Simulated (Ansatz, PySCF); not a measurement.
C$_{2}$H$_{6}$Cl$_{2}$OSi (SMILES CO[Si](C)(Cl)Cl), singlet, at a GFN2-xTB geometry, with bond 6-3 at 2.4 times its length. Base run: CASSCF(6,5)/STO-3G run with PySCF.

Input for PySCF:
```python
from pyscf import gto, scf, mcscf
import numpy

mol = gto.M(
    atom='''
C     1.958715   -1.423201   -0.957383
O     1.055620   -0.348262   -0.993263
Si   -0.246943   -0.039856   -0.080891
C    -1.705710   -1.217358   -0.392990
Cl   -0.687711    1.838247   -0.618811
Cl    0.997863   -0.309543    4.623649
H     1.493517   -2.321620   -1.366988
H     2.282823   -1.621830    0.065717
H     2.818765   -1.148291   -1.566863
H    -2.590606   -0.909659    0.156142
H    -1.967209   -1.239270   -1.447527
H    -1.471355   -2.234253   -0.088556
''',
    basis='sto-3g',
    charge=0,
    spin=0,
    verbose=4,
)

mf = scf.RHF(mol)
mf.kernel()
mc = mcscf.CASSCF(mf, 5, 6)
mc.fix_spin_(ss=0.0)
mc.kernel()
occ = numpy.linalg.eigvalsh(mc.fcisolver.make_rdm1(mc.ci, mc.ncas, mc.nelecas))[::-1]
ss = mc.fcisolver.spin_square(mc.ci, mc.ncas, mc.nelecas)[0]
print('natural occupations', occ.round(4), ' <S^2>', round(ss, 4))
```

Programs used: Ansatz (a first-principles code), PySCF; a row that names a program was run with it.

The base run was repeated with changes; each row names its change, and settings that it needs were set with it.

```json
[
 {"change": "base", "ΔE vs base (mEh)": "0.000", "natural occupations": "2.00 2.00 1.00 1.00 0.00", "<S^2> of the state": "0.00"},
 {"change": "active space = 10 electrons, 9 orbitals", "ΔE vs base (mEh)": "-53.841", "natural occupations": "2.00 1.99 1.98 1.97 1.01 1.00 0.03 0.02 0.01", "<S^2> of the state": "0.00"},
 {"change": "active space = 2 electrons, 3 orbitals", "ΔE vs base (mEh)": "0.000", "natural occupations": "1.00 1.00 0.00", "<S^2> of the state": "0.00"},
 {"change": "orbitals = fixed (CASCI); correction = SC-NEVPT2", "ΔE vs base (mEh)": "-174.3", "natural occupations": "2.00 2.00 1.01 0.99 0.00", "<S^2> of the state": "0.00"},
 {"change": "code = ansatz", "ΔE vs base (mEh)": "-17.653", "natural occupations": "-", "<S^2> of the state": "-"},
 {"change": "active space = 8 electrons, 7 orbitals", "ΔE vs base (mEh)": "-44.479", "natural occupations": "1.99 1.98 1.98 1.01 1.00 0.02 0.02", "<S^2> of the state": "0.00"},
 {"change": "state_average = 2 states", "ΔE vs base (mEh)": "0.001", "natural occupations": "-", "<S^2> of the state": "-"},
 {"change": "active space = 6 electrons, 8 orbitals", "ΔE vs base (mEh)": "-28.100", "natural occupations": "1.98 1.98 1.00 1.00 0.02 0.02 0.00 0.00", "<S^2> of the state": "0.00"},
 {"change": "orbitals = fixed (CASCI)", "ΔE vs base (mEh)": "15.499", "natural occupations": "2.00 2.00 1.01 0.99 0.00", "<S^2> of the state": "0.00"},
 {"change": "conv_tol = 1e-5", "ΔE vs base (mEh)": "0.000", "natural occupations": "2.00 2.00 1.00 1.00 0.00", "<S^2> of the state": "0.00"},
 {"change": "start = MP2 natural orbitals", "ΔE vs base (mEh)": "-17.669", "natural occupations": "1.99 1.98 1.01 1.00 0.02", "<S^2> of the state": "0.00"}
]
```

Active orbitals are taken around the Fermi level unless the row says otherwise; CASSCF can end in different local minima, and two programs can end on different orbitals. State-averaged rows give the lowest state.
